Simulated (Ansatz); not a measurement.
Reactions of CH4B2ClF (`CB(F)BCl`).

Program: Ansatz. Geometries: PBE0-D4/def2-TZVP. ΔE: electronic, gas phase. CBS: MP2 limit from def2 TZ/QZ plus the TZ coupled-cluster correction, frozen cores. This one scheme is used for every species. For Ga outer-core shells are correlated without core-valence functions, which leaves a few kJ/mol of doubt a bond. Scalar relativity is left out up to krypton. One conformer a species, not always the lowest.

```tsv
reaction	HF/CBS(def2) (kcal/mol)	CCSD/CBS(def2) (kcal/mol)
`CB(F)BCl` + `BN[SiH2][SiH3]` → `BN(C)[SiH2][SiH3]` + `FBBCl`	21.7	20.8
`CB(F)BCl` + `B[CH2][GaH2]` → `BCB(C)F` + `Cl[BH][GaH2]`	-2.7	-2.3
`CB(F)BCl` + H₂ → `CBF` + `BCl`	-17.2	-11.8
`CB(F)BCl` + `[SiH3]OBS` → `CSBO[SiH3]` + `FBBCl`	15.3	15.6
`CB(F)BCl` + H–F → `CB(F)F` + `BCl`	-50.9	-44.2
```

Problem. Give the CCSD(T)/CBS values in the same order. (Estimate.)

Solution. Ansatz gave: 20.4, -2.1, -10.8, 15.3, -43.6 kcal/mol.

Largest T1 diagnostic: 0.014, for `Cl[BH][GaH2]`.
